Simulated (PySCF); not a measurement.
B(H)(SeH)2 (BH3Se2), SMILES [SeH]B[SeH]. Atoms are numbered in the order given.

```xyz
6

B      0.0000     0.0000    -0.8522
H      0.0000     0.0000    -2.0502
Se     0.0000     1.6718     0.1245
H      0.0000     2.5249    -1.0785
Se     0.0000    -1.6718     0.1245
H      0.0000    -2.5249    -1.0785
```

The structure is a stationary point at B3LYP-D3(BJ)/def2-SVP. This is a generated structure with no PubChem entry under its InChIKey; it may be hypothetical. Other conformers were not sampled.

Calculation: PBE/def2-TZVPD in PySCF.

Symmetry labels are those of the subgroup C2v that the program uses (full group C2v).

Computed valence orbital energies around the gap with their symmetry:
```tsv
orbital	symmetry	energy (eV)
HOMO−7	B2	-17.62
HOMO−6	A1	-11.87
HOMO−5	A1	-10.60
HOMO−4	B2	-9.45
HOMO−3	B2	-8.20
HOMO−2	A1	-7.56
HOMO−1	B1	-7.28
HOMO	A2	-6.06
LUMO	B1	-2.12
LUMO+1	A1	-1.53
LUMO+2	B2	-0.46
LUMO+3	A1	-0.27
```
